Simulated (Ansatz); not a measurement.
`C=C=[N][SbH2]` + HI → `[SbH2][I]` + `C=C=N`  (ligand exchange at the Sb–N bond)

Isolated molecules relaxed with PBE0-D4/def2-TZVP in Ansatz; ΔE leaves out vibrations. CBS: MP2 limit from def2 TZ/QZ plus the TZ coupled-cluster correction, frozen cores. This one scheme is used for every species. Functionals use def2-TZVPP. HSE06 is defined as in plane-wave codes. def2 core potentials past Kr. For I, Sb outer-core shells are correlated without core-valence functions, which leaves a few kJ/mol of doubt a bond. One conformer a species, not always the lowest.

```csv
level,ΔE (kJ/mol),difference from CCSD(T)/CBS
PBE0-D4,-89.9,-3.4
HSE06-D4,-90.4,-3.9
CAM-B3LYP-D4,-80.1,6.4
ωB97M-V,-84.8,1.7
PBE-QIDH,-85.5,1.0
revPBE,-88.2,-1.7
r2SCAN,-86.3,0.2
RPA@PBE/def2-TZVPP,-66.2,20.3
CCSD/def2-SVP,-87.3,-0.8
CCSD(T)/def2-SVP,-84.0,2.5
CCSD(T)/CBS,-86.5,0
```

Largest T1 diagnostic among the species: 0.015.

From BLYP to BHLYP (50 % exact exchange), in def2-TZVPP and without D4, ΔE moves by −5.6 kJ/mol. Leaving LDA and LC-ωPBE aside and taking each functional with its dispersion term where it has one, the values, not all of them listed here, spread over 15.5 kJ/mol, from HSE06-D4 to B97M-V. In def2-TZVPP, CCSD(T) changes the Hartree–Fock value by +17.9 kJ/mol (the triples alone add +2.6 kJ/mol) and MP2 by +17.3 kJ/mol.
